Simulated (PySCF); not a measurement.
Species: C2H7FSi2.
SMILES with atom numbers: `[F:1][SiH2:2]/[CH:3]=[CH:4]/[SiH3:5]` (hydrogens: H6, H7 on Si2; H8 on C3; H9 on C4; H10, H11, H12 on Si5)

Computed by this run: PySCF 2.14.0, PBE0-D3(BJ)/def2-SVP geometry optimisation, gas phase; density fitting, grid level 1; the optimiser is geomeTRIC in internal coordinates, started from a GFN2-xTB structure with every atom displaced at random (about 0.01 Å).

Geometry at step 1:
```
atom  x, y, z in Å
F1      2.4400   -0.7922    0.9892
Si2     2.2780    0.2954   -0.2049
C3      0.4401    0.4674   -0.4631
C4     -0.4192   -0.2652    0.2803
Si5    -2.2905   -0.1807    0.1457
H6      2.9598   -0.1763   -1.4463
H7      2.8741    1.6049    0.1912
H8      0.0478    1.1536   -1.2296
H9      0.0074   -0.9395    1.0356
H10    -2.6684    0.7914   -0.9290
H11    -2.8395   -1.5338   -0.1952
H12    -2.9089    0.2409    1.4404
```

Q: What forces act on the atoms?

A: 
```tsv
atom	Fx (eV/Å)	Fy (eV/Å)	Fz (eV/Å)
F1	0.241	-0.091	0.093
Si2	-0.301	0.363	-0.350
C3	-0.215	-0.297	0.166
C4	0.065	0.333	-0.156
Si5	0.008	-0.085	-0.125
H6	0.036	-0.119	0.117
H7	0.067	-0.101	0.124
H8	0.015	-0.019	0.061
H9	0.017	-0.031	-0.001
H10	0.023	-0.029	0.049
H11	0.009	0.060	0.011
H12	0.036	0.016	0.010
```

The largest, 0.59 eV/Å, acts on Si2; the rms over all components is 0.151 eV/Å. The forces sum to zero within rounding, as they must for an isolated molecule in no field.

Q: Give the force on Si2 in Eh/bohr and in nN.

A: 0.587 eV/Å ÷ 51.422 = 0.01142 Eh/bohr, and 0.587 eV/Å × 1.602 = 0.94 nN.

Q: How far is this geometry from the end of the optimisation?

A: 0.020 eV above it, and 0.036 Å rms away after alignment. The bonds farthest from their final lengths, with half the difference of the two atoms' forces along the bond (positive lengthens):

| bond | now (Å) | final (Å) | force along bond (eV/Å) |
| --- | --- | --- | --- |
| C3=C4 | 1.352 | 1.345 | -0.35 |
| F1–Si2 | 1.623 | 1.629 | +0.34 |
| Si5–H11 | 1.500 | 1.496 | -0.08 |
| Si5–H10 | 1.498 | 1.494 | -0.05 |
| C4–Si5 | 1.878 | 1.875 | +0.02 |
| Si2–C3 | 1.864 | 1.861 | -0.11 |

The angle farthest from its final value is F1–Si2–H6, 110.8° against 108.1°.

What follows is the cost of the whole optimisation. Time: 30 s of wall time; peak memory 0.46 GiB. Hardware: one thread, Arm Neoverse V1 (aarch64), no GPU, shared host.
